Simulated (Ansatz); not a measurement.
Cu2H2, relaxed as a singlet with RKS PBE0-D4/def2-TZVP in Ansatz, starting from the GFN2-xTB geometry. Force threshold 0.02 eV/Å.

The structure comes from a short search, and lower isomers may exist.

Start:

```csv
atom,x (Å),y (Å),z (Å)
Cu1,0.568,0.263,-0.080
Cu2,-1.758,-0.670,0.106
H3,1.570,1.206,-0.680
H4,-0.379,-0.800,0.653
```

```
step  energy (eV)  largest force component (eV/Å)  SCF passes
   1  -89300.2680                           0.669          29
   2  -89300.3017                           0.379          36
   3  -89300.3290                           0.208          36
   4  -89300.3372                           0.046          36
   5  -89300.3373                           0.005          28
```

Force components are those of the run's own axes.

End:

```csv
atom,x (Å),y (Å),z (Å)
Cu1,0.586,0.210,-0.023
Cu2,-1.686,-0.534,-0.002
H3,1.460,1.232,-0.738
H4,-0.360,-0.907,0.762
```

By distances, no bond broke or formed. The bond that changes most is Cu2–H4, from 1.49 to 1.57 Å (atoms count from 1).

No frequencies were taken in this run, so the end may be a saddle point.

It took 9.5 s on 4 threads of Arm Neoverse V1 on a shared host.
